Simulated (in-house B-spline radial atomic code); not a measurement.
Atomic self-consistent-field run: Bi2+ (with a hole in an inner shell). Computed with a B-spline radial code for spherical atoms: Dirac-Kohn-Sham PBE0, spherical fractional occupations, Fermi nucleus of rms radius 5.5211 fm.

Command:
```bash
python run_scf.py task.json out
```
Settings (nuclear radius in fm, mass in u):
```
Z                83
configuration    1s1 2s2 2p6 3s2 3p6 3d10 4s2 4p6 4d10 4f14 5s2 5p6 5d10 6s2 6p2
hamiltonian      dirac
method           pbe0
spin_polarised   False
nucleus          fermi
rms_radius       5.5211
atomic_mass      208.9804
speed_of_light   137.035999084
```

Output (hartree, bohr):
```
 radial grid: 80 intervals, B-splines of order 8, outer radius 60 bohr

 iter        energy (Eh)    residual
    1      -18219.733777    2.08e+00
    2      -18221.017492    2.15e-01
    3      -18221.800272    4.03e-02
    4      -18221.805276    1.74e-02
    5      -18221.806301    2.96e-03
    6      -18221.806328    7.47e-05
    7      -18221.806328    6.35e-05
    8      -18221.806328    6.09e-06
    9      -18221.806328    4.70e-07

 total energy                    -18221.80633
 kinetic                           20971.9965
 electron-nucleus                 -46765.5208
 Hartree                            7931.9436
 exact exchange                      -85.5581
 exchange-correlation               -274.6675

 first-order corrections (not in the total)
   Gaunt                            17.4147
   retardation                      -2.0520
   frequency dependence             -0.3257
   self-energy                      13.6495
   Uehling                          -2.8420
   Wichmann-Kroll                    0.1329
   recoil                            0.0301

 orbital      occ     eigenvalue          <r>       <r^2>       <1/r>       <r^4>     <1/r^2>       r_max    small
 1s1/2      1.000     -3372.5157    0.0157313 0.000343469      103.55 3.27328e-07     27308.1    0.009629  1.01e-01
 2s1/2      2.000      -614.0197    0.0651483  0.00509075     25.8732 4.57094e-05     4056.24     0.05594  2.37e-02
 2p1/2      2.000      -593.9461    0.0531312  0.00354297     25.9161 2.64009e-05     1296.92     0.04061  2.39e-02
 2p3/2      4.000      -505.1463    0.0621672  0.00470646     20.4855 4.34662e-05      574.35     0.04843  2.09e-02
 3s1/2      2.000      -150.3446     0.168977   0.0328124     9.50698  0.00163114     941.709       0.157  8.03e-03
 3p1/2      2.000      -140.2889     0.159061   0.0295729     9.44274  0.00139071     308.276      0.1456  8.00e-03
 3p3/2      4.000      -120.2887     0.175459   0.0357651     8.01987  0.00200504     138.761      0.1613  7.14e-03
 3d3/2      4.000      -102.6092     0.152085   0.0271499     7.92723  0.00130149     78.9529      0.1249  7.04e-03
 3d5/2      6.000       -98.3185     0.157104   0.0288429     7.60922   0.0014526     71.3935      0.1293  6.81e-03
 4s1/2      2.000       -35.8415     0.371697    0.156059      4.0465   0.0350603     246.687      0.3518  2.79e-03
 4p1/2      2.000       -31.2782     0.371166    0.156858     3.94856   0.0362964     79.5909       0.348  2.70e-03
 4p3/2      4.000       -26.3011     0.405077    0.186467     3.46198   0.0511377     36.2042      0.3794  2.38e-03
 4d3/2      4.000       -18.5480      0.40743    0.191636     3.27201   0.0575558     19.4479      0.3695  2.18e-03
 4d5/2      6.000       -17.5995     0.418373    0.201843     3.16081   0.0637489     17.5736      0.3791  2.09e-03
 4f5/2      6.000        -7.4387     0.425418    0.215309      2.8385     0.08823     9.90719      0.3326  1.73e-03
 4f7/2      8.000        -7.2167     0.431379    0.221293     2.79618   0.0931627     9.58955       0.337  1.70e-03
 5s1/2      2.000        -7.1521     0.816227    0.745817     1.70017    0.794584     54.8066      0.7589  7.71e-04
 5p1/2      2.000        -5.4963     0.863327    0.839013     1.58713     1.03179      16.498      0.7897  6.89e-04
 5p3/2      4.000        -4.5096     0.947871     1.01148      1.4099     1.50582      7.5435      0.8628  5.85e-04
 5d3/2      4.000        -2.0759      1.14349     1.50139     1.14924     3.64834     3.16306      0.9796  4.04e-04
 5d5/2      6.000        -1.9464      1.18158       1.604     1.10743     4.17912     2.83005       1.009  3.80e-04
 6s1/2      2.000        -1.2892      1.99146     4.44216    0.649246     28.9543     8.53444       1.778  1.43e-04
 6p1/2      0.667        -0.8529      2.32335      6.0807    0.549508     55.8968     2.10288       2.028  1.02e-04
 6p3/2      1.333        -0.7374      2.57409     7.45219    0.489713      83.491    0.974096       2.252  8.32e-05
```

Time taken, with all properties: 1.7 s on 1 thread of Arm Neoverse V1, with other jobs on the host.

For the Dirac Hamiltonian the kinetic term is c α·p + (β - 1)c².

Caution: exact exchange at fractional occupations of open shells leaves self-interaction of up to several eV.
